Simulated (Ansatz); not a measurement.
Ansatz results at the PBE0-D4/def2-TZVP geometry: LUMO energy (PBE/def2-TZVPP) -2.56 eV; HOMO–LUMO gap (ωB97M-V/def2-TZVPP) 9.54 eV; LUMO energy (B3LYP/def2-TZVPP) -1.85 eV.

Each molecule was computed in one conformer, which needn't be the lowest.

Problem. Which molecule gave them?
A. `B1O[SiH2]1`
B. `ClC1=CCB1`
C. `OC=S`
D. `O[CH2][SnH3]`

Solution. C. The others give `O[CH2][SnH3]`: -0.61, 10.79, -0.14; `ClC1=CCB1`: -1.72, 11.12, -0.94; `B1O[SiH2]1`: -2.04, 10.24, -1.22.

B3LYP here is the variant with VWN-RPA as its local correlation; programs differ in this.
